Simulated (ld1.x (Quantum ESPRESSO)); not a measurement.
**Configuration tests for He (Z = 2) (PAW)**

ld1.x (Quantum ESPRESSO) 7.5 input, shortened:

```
&input
   title='He', zed=2., rel=1, dft='PZ', iswitch=3,
   config='[He] 2p-2'
 /
 &inputp
   pseudotype=3, lpaw=.true., tm=.true., lloc=-1, rcloc=0.40,
   nlcc=.false.,
   which_augfun='BESSEL', rmatch_augfun=0.25
 /
3
1S  1  0   2.00   0.00  0.35  0.40  0.0
1S  1  0   0.00  -0.35  0.35  0.40  0.0
2P  2  1  -2.00   0.45  0.30  0.35  0.0
 &test
   configts(1)='1s2'
 /
```

Energies are relative to the spin-unpolarised reference configuration 1s2; without spin polarisation the order of configurations can differ from experiment. Spin-polarised rows fill each open shell by Hund’s rule, majority spin first.

```csv
valence configuration,charge,ΔE all-electron (eV),error AE − PS (meV)
1s1.5,+0.5,10.375,-0.2
1s1 (spin-polarised),+1,24.284,+0.1
1s1.5 (spin-polarised),+0.5,10.024,-0.2
```

Problem. What are ΔE and the potential's error for 1s1?

Solution. ΔE = 26.485 eV all-electron; the error (AE − PS) is -0.3 meV.

Levels in the configuration 1s1.5 (spin-polarised):

```json
{"level": "1s up", "all-electron (eV)": "-27.465", "pseudo (eV)": "-27.465"}
{"level": "1s down", "all-electron (eV)": "-24.632", "pseudo (eV)": "-24.632"}
```

The ghost test of this file was not conclusive.
